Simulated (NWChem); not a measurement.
Species: isocyanic acid (CHNO); SMILES O=C=N

```xyz
4

N      0.1655     1.1780     0.0000
C     -0.0132    -0.0279     0.0000
O     -0.0298    -1.2024     0.0000
H     -0.5663     1.8721     0.0000
```
Atoms are numbered in this order, from 1.

Structure relaxed at the B3LYP/6-31G* (spherical d) level.

### Question
Give the principal values of the shielding tensors (ppm) of N1, C2, O3 from KT2/pcSseg-1, GIAO (NWChem), with their diamagnetic and paramagnetic parts as GIAO splits them.

### Answer
| atom | σ11 | σ22 | σ33 | isotropic | diamagnetic | paramagnetic |
|---|---|---|---|---|---|---|
| N1 | 144.2 | 194.3 | 342.8 | 227.1 | 326.8 | -99.7 |
| C2 | -59.3 | -48.3 | 271.8 | 54.7 | 259.1 | -204.3 |
| O3 | 22.0 | 123.5 | 372.1 | 172.5 | 400.1 | -227.5 |
